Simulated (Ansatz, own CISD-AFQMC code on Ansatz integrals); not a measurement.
H7NSi2, SMILES `N[SiH2][SiH3]` (charge 0, multiplicity 1).

Z-matrix (Å, degrees):
```
Si
N 1 1.7281
H 2 1.0082 1 118.72
H 2 1.0082 3 110.23 1 -141.79
H 1 1.4885 2 107.61 3 51.89
H 1 1.4885 5 109.27 2 -116.57
Si 1 2.3510 5 108.42 6 -117.98
H 7 1.4902 1 111.92 5 59.26
H 7 1.4907 8 108.14 1 -121.85
H 7 1.4907 8 108.14 9 -116.29
```
Charge 0, multiplicity 1.

Frozen-core energies in cc-pVDZ from Ansatz (an electronic-structure program) at a geometry from PBE0-D3(BJ)/def2-TZVP; the HF reference has <S^2> = 0.00 and the T1 diagnostic is 0.012.

```tsv
level	energy (Ha)	difference from CCSDT(Q) (mHa)
HF	-636.39853	448.91
MP2	-636.77913	68.30
CCSD	-636.83484	12.59
CCSD(T)	-636.84546	1.98
CCSDT	-636.84673	0.71
phaseless AFQMC, CISD trial (own CISD-AFQMC code on Ansatz integrals; ±0.27 mHa)	-636.84641	1.03
CCSDT(Q)	-636.84744	0.00
```
